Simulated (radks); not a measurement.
All-electron atom: B2+ in 2s1 3s2 (not the ground configuration). Calculated with a radial shooting solver on a logarithmic mesh with Libxc functionals: non-relativistic Kohn-Sham, LDA (Slater exchange, Perdew-Wang correlation), spin-polarised, spherical densities, point nucleus; open shells are filled with parallel spins first.

Local quantities along the radius. ELF = 1/(1 + alpha^2) is the electron localisation function; alpha = (tau - tau_W)/tau_unif compares the Pauli kinetic energy density with that of the uniform gas (summed over spins).

| r (bohr) | ELF | alpha |
|---|---|---|
| 0.02169 | 1.000 | 2.828e-06 |
| 0.02713 | 1.000 | 4.736e-06 |
| 0.03367 | 1.000 | 7.920e-06 |
| 0.04179 | 1.000 | 0.00001354 |
| 0.05228 | 1.000 | 0.00002433 |
| 0.06489 | 1.000 | 0.00004450 |
| 0.08118 | 1.000 | 0.00008779 |
| 0.1007 | 1.000 | 0.0001815 |
| 0.126 | 1.000 | 0.0004289 |
| 0.1564 | 1.000 | 0.001147 |
| 0.1957 | 1.000 | 0.004141 |
| 0.2429 | 0.999 | 0.02297 |
| 0.3039 | 0.832 | 0.4493 |
| 0.3771 | 0.000 | 2950 |
| 0.4718 | 0.231 | 1.826 |
| 0.5856 | 0.997 | 0.05498 |
| 0.7268 | 0.999 | 0.03013 |
| 0.9093 | 0.997 | 0.05913 |
| 1.128 | 0.958 | 0.2104 |
| 1.412 | 0.412 | 1.194 |
| 1.752 | 0.036 | 5.144 |
| 2.192 | 0.135 | 2.530 |
| 2.721 | 0.910 | 0.3140 |
| 3.404 | 0.998 | 0.04152 |
| 4.224 | 1.000 | 0.007781 |
| 5.285 | 1.000 | 0.001672 |
| 6.559 | 1.000 | 0.0004228 |
| 8.206 | 1.000 | 0.0001045 |

On this mesh the ELF has minima near r = 2.0 bohr, which separate the shells, and maxima near 0.73 (1.00).
